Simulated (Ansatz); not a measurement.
**Energy profile**

The step: SiNH₅O ([NH2][SiH2][OH]) + HCl → SiNH₄Cl ([NH2][SiH2][Cl]) + H₂O; bonds formed: Si1–Cl7, O2–H6; bonds broken: Si1–O2, H6–Cl7 (atoms numbered as in the saddle structure below).

Si1  (-0.012, -0.479, -0.219)
O2  (1.261, -0.003, 1.252)
H3  (0.685, -1.605, -0.876)
H4  (-0.718, -1.137, 0.944)
N5  (-1.406, 0.276, -0.834)
H6  (1.756, 0.776, 0.940)
Cl7  (1.308, 1.053, -1.227)
H8  (0.847, 0.156, 2.108)
H9  (-1.403, 0.921, -1.604)
H10  (-2.319, 0.042, -0.483)
(Å)

Electronic energies by CCSD(T) at an estimated basis limit (MP2 extrapolated from triple and quadruple zeta, plus CCSD(T) − MP2 in triple zeta), on PBE0-D4/def2-TZVP structures; SiNH6ClO, closed shell; no counterpoise correction. Program: Ansatz 0.2.0. Basis: def2-TZVPP and def2-QZVPP. Cores are frozen in the correlated methods. Extrapolation: Hartree–Fock as exp(−7.88 √X), correlation as X^−2.97.

(1) Give the profile in kJ/mol, counted from the separated reactants. (An estimate is asked for; the value comes from the calculation.)

The T1 diagnostic stays at or below 0.011.

## Answers

(1) By the calculation:
| point | kJ/mol |
| --- | --- |
| separated: SiNH5O (linked as [NH2][SiH2][OH]; Si1, O2, H3, H4, N5, H8, H9, H10; singlet) + HCl (H6, Cl7; singlet) | 0.0 |
| start structure | -23.1 |
| saddle | 52.6 |
| end structure | -19.1 |
| separated: SiNH4Cl (linked as [NH2][SiH2][Cl]; Si1, H3, H4, N5, Cl7, H9, H10; singlet) + H2O (O2, H6, H8; singlet) | -6.8 |

Hydrogen chloride, the by-product of chloride precursors, can attack films and sites by steps of this kind.

For scale, one of the runs: CCSD(T)/def2-TZVPP, 230 basis functions, launched by `ansatz run in.yaml --threads 4 --pin off --events-out ev --progress --plain --max-ram 9574MiB`. Hardware: 4 CPU threads of an Arm Neoverse V2, shared host. Wall time 85 s; peak host memory 3.8 GiB.
